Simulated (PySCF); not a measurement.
[BiF6]- (charge -1).
SMILES: `[F][Bi-]([F])([F])([F])([F])[F]`

Theory: TDDFT wB97X-D/def2-SVPD, vertical, gas phase, core orbitals frozen in the response, def2 core potentials past Kr in PySCF 2.14.0, density-fitted response routines. Isolated species at its PBE0-D3(BJ)/def2-SVP geometry, gas phase. Spin–orbit coupling is left out. The geometry's basis has no diffuse functions, a weakness for an anion.

```
state  E (eV)  ν̃ (cm⁻¹)       f  symmetry  main configurations (H = HOMO, L = LUMO)
   S1    4.84      39060  0.0000         –                         H-2/H-1/H→L (99%)
   S2    4.84      39060  0.0000         –                         H-2/H-1/H→L (98%)
   S3    4.84      39060  0.0000         –                         H-2/H-1/H→L (98%)
   S4    5.25      42350  0.0000         –                               H-5→L (98%)
   S5    5.25      42370  0.0000         –                               H-6→L (98%)
   S6    5.25      42380  0.0000         –                               H-7→L (98%)
   S7    5.56      44880   0.058       T1u                               H-8→L (94%)
   S8    5.57      44890   0.058       T1u                               H-9→L (94%)
   S9    5.57      44900   0.058       T1u                              H-10→L (94%)
```

Triplets, Tamm–Dancoff:

```json
{"state": "T1", "E (eV)": "4.47", "λ (nm)": "277.6", "main configurations (H = HOMO, L = LUMO)": "H-3→L (97%)"}
{"state": "T2", "E (eV)": "4.47", "λ (nm)": "277.6", "main configurations (H = HOMO, L = LUMO)": "H-4→L (97%)"}
{"state": "T3", "E (eV)": "4.50", "λ (nm)": "275.6", "main configurations (H = HOMO, L = LUMO)": "H-2/H-1/H→L (97%)"}
{"state": "T4", "E (eV)": "4.50", "λ (nm)": "275.5", "main configurations (H = HOMO, L = LUMO)": "H-2/H-1/H→L (97%)"}
```

The lowest singlet level (S1/S2/S3) lies at 4.84 eV (256 nm, ultraviolet) and is dark (f under 0.0005). The most intense listed level is S7/S8/S9 at 5.56 eV (223 nm, f = 0.175 summed), 0.72 eV above S1. It is the last of those listed, so stronger ones may follow. S1/S2/S3, S4/S5/S6 and S7/S8/S9 lie within about 0.01 eV of each other in each set; the point group Oh has degenerate representations, and within a degenerate level the listed configurations can mix freely. Löwdin shares by element: HOMO (one of a set within 0.03 eV) fluorine 92% or more; LUMO fluorine 37% or more, bismuth 26% (atoms not listed hold the other 37%). The listed states span 0.72 eV, and the widest gap between neighbours is 0.41 eV (S3 to S4). Orbital energies (eV): HOMO-3 -9.05, HOMO-2 -8.83, HOMO-1 -8.83, HOMO -8.82, LUMO 1.13, LUMO+1 6.08, LUMO+2 7.09. Weighted by f, the mean energy of these states is 5.57 eV. No computed singlet lies in the visible range (380 to 750 nm); the lowest, at 256 nm, stands 1.58 eV above its violet end (3.26 eV). No detachment energy is given for this anion; states above it aren't bound, and a finite basis only mimics them. Symmetry labels in Oh follow from the direction of the transition dipole and are given only for states with f of 0.002 or more. Orbitals of the list HOMO-3 to LUMO+2 that lie within 0.01 eV of each other are written together with a slash and their weights summed (≥ marks a lower bound); for degenerate orbitals outside that list single weights are arbitrary. The window holds the lowest 10 singlets. The highest level found (5.79 eV, f 0.0000 so far) is left out, since the window may have cut off a degenerate partner.
